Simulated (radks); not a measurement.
The numbers below are computed, except where a source is named.
Q: In3+, 46 electrons, occupied as [Ar] 3d10 4s2 4p5 4d10 5p1 (not the ground configuration). Level of theory: scalar-relativistic Kohn-Sham, AM05, spin-polarised, spherical densities, finite nucleus; open shells are filled with parallel spins first (spin-orbit coupling, left out, can overturn this in heavy ions); Fermi nuclear charge, rms radius 4.6156 fm (a radial shooting solver on a logarithmic mesh with Libxc functionals). Some entries of the table are withheld. Estimate them.

orbital,occ.,eigenvalue (hartree),<r^2> (bohr^2),r(max) (bohr)
1s up,1,-1020.304,0.001196,0.01924
1s down,1,-1020.292,0.001196,0.01923
2s up,1,-154.0627,0.01950,0.1087
2s down,1,-154.0548,0.01950,0.1087
2p up,3,-138.4980,0.01537,0.08694
2p down,3,-138.4867,0.01537,0.08694
3s up,1,-30.41544,0.1393,0.3158
3s down,1,-30.40331,0.1392,0.3159
3p up,3,-25.31728,0.1401,0.3090
3p down,3,-25.30374,0.1400,0.3090
3d up,5,-17.38568,0.1251,0.2580
3d down,5,-17.37209,0.1250,0.2580
4s up,1,-5.81776,0.8016,0.7672
4s down,1,-5.77298,0.8032,0.7674
4p up,3,-4.27945,0.9453,0.8118
4p down,2,-4.23688,0.9476,0.8123
4d up,5,-2.04028,(1),0.9148
4d down,5,-2.00154,(2),0.9166
5s up,0,(3),5.141,1.928
5s down,0,(4),5.149,1.915
5p up,1,-1.01866,6.944,2.231
5p down,0,-0.96852,7.127,2.225
5d up,0,-0.59730,13.23,3.068
4f up,0,(5),15.78,3.173

A: 
(1) 4d up <r^2> (bohr^2): 1.450
(2) 4d down <r^2> (bohr^2): 1.448
(3) 5s up eigenvalue (hartree): -1.35013
(4) 5s down eigenvalue (hartree): -1.30070
(5) 4f up eigenvalue (hartree): -0.40655
